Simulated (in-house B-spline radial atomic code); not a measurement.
Configurations of Ge3+, with energies counted from [Ar] 3d10 4s1. All numbers are computed (non-relativistic HSE06, spin-polarised, spherical fractional occupations, exact exchange averaged over the configuration; point nucleus) with a B-spline radial code for spherical atoms, not measured. Shells without spins written out take the highest spin.

Occupations are held fixed; configurations that lie above the ionisation limit could autoionise.

```csv
configuration,E - E(ref) (eV),highest orbital,its <r> (bohr)
[Ar] 3d10 4d1,23.291,4d up,2.993
[Ar] 3d9 4s2,27.438,4s down,1.818
[Ar] 3d9 4s1 4p1,36.015,4p up,2.034
[Ar] 3d9 4s1 4d1,51.206,4d up,2.762
[Ar] 3d9 4s1 5f1,65.833,5f up,7.283
[Ne] 3s2 3p5 3d10 4s1 4d1,138.96,4d up,2.759
```

**Question.** Order these further configurations by energy, lowest first.
A. [Ar] 3d9 4s1 5d1
B. [Ne] 3s2 3p5 3d10 4s1 5d1
C. [Ar] 3d10 4f1
D. [Ne] 3s2 3p5 3d10 4s1 5f1
E. [Ne] 3s2 3p5 3d10 4s1 4f1

**Answer.** C (31.678 eV), A (61.645 eV), E (148.72 eV), B (149.41 eV), D (153.61 eV).

**Question.** How far above the reference does [Ne] 3s2 3p5 3d10 4s1 5p1 lie?

**Answer.** 144.23 eV; its least bound orbital is 5p up with <r> = 4.254 bohr.
